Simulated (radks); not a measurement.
Coulomb parameter of the 4f shell of the thulium ion Tm2+ in the model configuration [Xe] 4f12 6s1, as a second difference U = [E(n + 0.5) + E(n - 0.5) - 2 E(n)] / (0.5)^2 with all orbitals relaxed. "Bare": the charge of the atom changes with n. "Screened": the 6s shell takes up the change at fixed total charge, which measures U(4f,4f) + U(6s,6s) - 2 U(4f,6s). All-electron calculation, Dirac Kohn-Sham, PBE, spin-unpolarised, spherical densities, point nucleus; open shells are shared between the two j in proportion to 2j + 1. Program: a radial shooting solver on a logarithmic mesh with Libxc functionals.

\begin{tabular}{lrr}
case & configuration & E - E(n) (eV) \\ \hline
start & [Xe] 4f12 6s1 & 0.000 \\
bare +0.5 & [Xe] 4f12.5 6s1 & -11.032 \\
bare -0.5 & [Xe] 4f11.5 6s1 & 15.658 \\
screened +0.5 & [Xe] 4f12.5 6s0.5 & -3.750 \\
screened -0.5 & [Xe] 4f11.5 6s1.5 & 5.695 \\
\end{tabular}

U(bare) = 18.502 eV, U(screened by 6s) = 7.782 eV.
